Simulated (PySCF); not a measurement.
## Relaxation of sextet H₂CoO

These are results of UPBE0 in PySCF with Co def2-TZVP, O def2-TZVP, H def2-TZVP; no relativity; density-fitted integrals, not measurements. A (50,194) grid was used.

A start displaced from a saddle point along its imaginary mode, of Cs symmetry, held to at least that symmetry:

```xyz
4
charge 0 multiplicity 6, angstrom
Co    0.1735    0.3005   -0.0056
O    -0.7018   -1.2157    0.0056
H     1.7593    0.1330    0.1200
H    -0.7646    1.5900    0.1200
```

Problem. What does it relax to?

Solution. It ends at Cs with Co–H 1.600 Å (×2), Co–O 1.720 Å; H–Co–H 130.3°, H–Co–O 104.4° (×2) (after a last refinement on a finer grid). A frequency run shows a minimum. Other isomers or separated fragments may lie lower.

Problem. How much energy is released, and in how many steps?

Solution. 6.6 kJ/mol in 8 steps.

Other spin states or occupations of the open shell can lie lower.
